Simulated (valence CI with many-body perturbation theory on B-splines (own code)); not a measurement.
E1 line list for Tm⁵⁵⁺

Calculated by configuration interaction combined with many-body perturbation theory (CI+MBPT): four valence electrons over a frozen Dirac-Fock core [Ne], radial functions for each j: 11 s, 11 p, 9 d, 7 f, 5 g, 2 h, 1 i, with the one-electron correlation potential Σ1 (screened to all orders), the two-electron term Σ2, the three-electron term Σ3, Breit, model QED; selected single and double excitations, second order for the rest (own B-spline code, finite nucleus).

The last digits are not significant, and no measured levels were compared; by estimate large intervals hold to a few tenths of a per cent, small ones and those within an open d or f shell to about a per cent.

Lines 1 to 50 of 230 in falling wavelength, among levels below 73.247 Ry, chosen from the strongest by gf and those to the six lowest levels. Wavelengths and rates use the calculated energies. Electric multipoles are in the length gauge, E1 and E2 with the static RPA response of the core. Weak lines are less certain than strong ones. Lines between different terms over intervals too small for the method are left out, as are lines whose strength nearly cancels. Where a level lies close to another of its J and parity, the split of strength between their lines is uncertain. The highest levels of a list are the least certain.

Levels are named by their leading jj configuration (3d3/2^4 stands for four electrons in 3d with j = 3/2), which in mixed levels can hold well under half, so a name can repeat and another be missing. Letters in brackets count levels of one name in rising energy.

```tsv
λ vac (Å)	Upper	Lower	A (s⁻¹)	S (a.u.)
204.9	(3s^2 3p3/2^2) J=2	(3s^2 3p1/2 3d3/2) J=2	1.10e+06	2.33e-05
144.9	(3s^2 3p3/2^2) J=2	(3s 3p1/2^2 3p3/2) J=1	4.99e+07	3.74e-04
118.8	(3s^2 3p3/2^2) J=0	(3s 3p1/2^2 3p3/2) J=1	9.72e+07	8.05e-05
117.7	(3s 3p1/2 3p3/2 3d3/2) J=3 [a]	(3s^2 3p3/2 3d3/2) J=2	1.85e+09	1.04e-02
111.2	(3s^2 3p3/2^2) J=2	(3s 3p1/2^2 3p3/2) J=2	4.58e+07	1.55e-04
101.9	(3s 3p1/2^2 3d3/2) J=2	(3s^2 3p1/2 3d3/2) J=1	6.48e+09	1.69e-02
101.1	(3s 3p1/2 3p3/2 3d5/2) J=4 [a]	(3s^2 3p3/2 3d5/2) J=4	2.29e+09	1.05e-02
100.7	(3s 3p1/2 3p3/2 3d3/2) J=4	(3s^2 3p3/2 3d3/2) J=3	7.50e+09	3.40e-02
93.22	(3s 3p1/2 3p3/2 3d5/2) J=4 [b]	(3s^2 3p3/2 3d5/2) J=3	5.20e+09	1.87e-02
92.87	(3s 3p1/2 3p3/2 3d3/2) J=2 [c]	(3s^2 3p3/2 3d3/2) J=2	5.77e+09	1.14e-02
89.26	(3s 3p1/2 3p3/2 3d3/2) J=3 [b]	(3s^2 3p3/2 3d3/2) J=2	3.04e+09	7.48e-03
87.37	(3s 3p1/2^2 3p3/2) J=2	(3s^2 3p1/2 3p3/2) J=2	9.49e+09	1.56e-02
86.52	(3s 3p1/2 3p3/2 3d5/2) J=5	(3s^2 3p3/2 3d5/2) J=4	1.73e+10	6.10e-02
86.40	(3s 3p1/2 3p3/2 3d3/2) J=2 [d]	(3s^2 3p3/2 3d3/2) J=1	6.45e+09	1.03e-02
86.40	(3s 3p1/2 3p3/2 3d5/2) J=3 [a]	(3s^2 3p3/2 3d5/2) J=2	6.43e+09	1.43e-02
85.29	(3s 3p1/2 3p3/2^2) J=3	(3s^2 3p3/2^2) J=2	1.12e+10	2.40e-02
84.68	(3s 3p1/2 3p3/2 3d5/2) J=4 [c]	(3s^2 3p3/2 3d5/2) J=3	9.92e+09	2.68e-02
83.27	(3s 3p1/2 3p3/2 3d3/2) J=1 [c]	(3s^2 3p3/2 3d3/2) J=1	1.15e+10	9.83e-03
83.24	(3s 3p1/2^2 3d5/2) J=3	(3s^2 3p1/2 3d5/2) J=3	1.35e+10	2.69e-02
82.77	(3s 3p1/2^2 3d5/2) J=3	(3s^2 3p1/2 3d5/2) J=2	2.18e+10	4.28e-02
82.36	(3s 3p1/2^2 3p3/2) J=2	(3s^2 3p1/2 3p3/2) J=1	1.19e+10	1.64e-02
82.30	(3s 3p1/2 3p3/2^2) J=1 [a]	(3s^2 3p3/2^2) J=0	8.80e+09	7.26e-03
82.23	(3s 3p1/2 3p3/2 3d3/2) J=3 [c]	(3s^2 3p3/2 3d3/2) J=3	1.35e+10	2.59e-02
82.01	(3s 3p1/2 3p3/2 3d5/2) J=1 [c]	(3s^2 3p3/2 3d5/2) J=1	1.34e+10	1.09e-02
81.03	(3s 3p1/2 3p3/2 3d5/2) J=3 [b]	(3s^2 3p3/2 3d5/2) J=2	1.17e+10	2.15e-02
80.83	(3s 3p1/2 3p3/2 3d5/2) J=1 [a]	(3s^2 3p3/2 3d5/2) J=2	9.46e+09	7.40e-03
80.54	(3s 3p1/2 3p3/2 3d5/2) J=2 [c]	(3s^2 3p3/2 3d5/2) J=1	1.25e+10	1.61e-02
80.40	(3s 3p1/2^2 3d3/2) J=1	(3s^2 3p1/2 3d3/2) J=2	2.72e+10	2.09e-02
78.71	(3s 3p1/2 3p3/2 3d5/2) J=2 [b]	(3s^2 3p3/2 3d5/2) J=2	1.47e+10	1.77e-02
77.14	(3s 3p1/2^2 3d3/2) J=2	(3s^2 3p1/2 3d3/2) J=2	2.06e+10	2.34e-02
77.13	(3s 3p1/2 3p3/2 3d5/2) J=2 [d]	(3s^2 3p3/2 3d5/2) J=1	1.09e+10	1.23e-02
77.03	(3s 3p1/2 3p3/2 3d3/2) J=2 [b]	(3s 3p1/2 3p3/2^2) J=2 [b]	9.91e+09	1.12e-02
76.80	(3s 3p1/2 3p3/2 3d5/2) J=3 [d]	(3s^2 3p3/2 3d5/2) J=3	1.81e+10	2.84e-02
76.69	(3s 3p1/2 3p3/2 3d3/2) J=2 [b]	(3s 3p1/2 3p3/2^2) J=1 [a]	7.46e+09	8.30e-03
76.67	(3s 3p1/2^2 3d5/2) J=2	(3s^2 3p1/2 3d5/2) J=3	3.02e+10	3.36e-02
76.27	(3s 3p1/2^2 3d5/2) J=2	(3s^2 3p1/2 3d5/2) J=2	7.62e+09	8.34e-03
76.18	(3s 3p1/2 3p3/2 3d5/2) J=2 [c]	(3s^2 3p3/2 3d5/2) J=3	1.03e+10	1.12e-02
75.70	(3s 3p1/2 3p3/2 3d5/2) J=4 [b]	(3s^2 3p3/2 3d5/2) J=4	6.26e+09	1.21e-02
73.86	(3s 3p1/2^2 3p3/2) J=1	(3s^2 3p1/2 3p3/2) J=2	3.55e+10	2.12e-02
73.60	(3s 3p1/2 3p3/2 3d3/2) J=2 [a]	(3s 3p1/2 3p3/2^2) J=3	1.64e+10	1.62e-02
73.20	(3s 3p1/2 3p3/2^2) J=1 [a]	(3s^2 3p3/2^2) J=2	1.41e+10	8.16e-03
73.12	(3s 3p1/2 3p3/2 3d5/2) J=2 [d]	(3s^2 3p3/2 3d5/2) J=3	1.36e+10	1.31e-02
72.92	(3s 3p1/2 3p3/2 3d3/2) J=1 [d]	(3s^2 3p3/2 3d3/2) J=2	1.23e+10	7.08e-03
72.90	(3s 3p1/2 3p3/2^2) J=2 [b]	(3s^2 3p3/2^2) J=2	2.03e+10	1.94e-02
72.45	(3p1/2^2 3p3/2^2) J=0	(3s 3p1/2 3p3/2^2) J=1 [a]	6.37e+10	1.19e-02
70.95	(3s 3p1/2 3p3/2 3d5/2) J=3 [c]	(3s^2 3p3/2 3d5/2) J=4	2.58e+10	3.18e-02
70.25	(3s 3p1/2^2 3p3/2) J=1	(3s^2 3p1/2 3p3/2) J=1	1.14e+10	5.87e-03
70.10	(3s 3p1/2 3p3/2 3d3/2) J=2 [e]	(3s^2 3p3/2 3d3/2) J=3	2.46e+10	2.09e-02
69.97	(3s 3p1/2 3p3/2 3d5/2) J=4 [c]	(3s^2 3p3/2 3d5/2) J=4	1.62e+10	2.46e-02
69.16	(3s 3p1/2^2 3d3/2) J=1	(3s 3p1/2^2 3p3/2) J=1	1.28e+10	6.25e-03
```
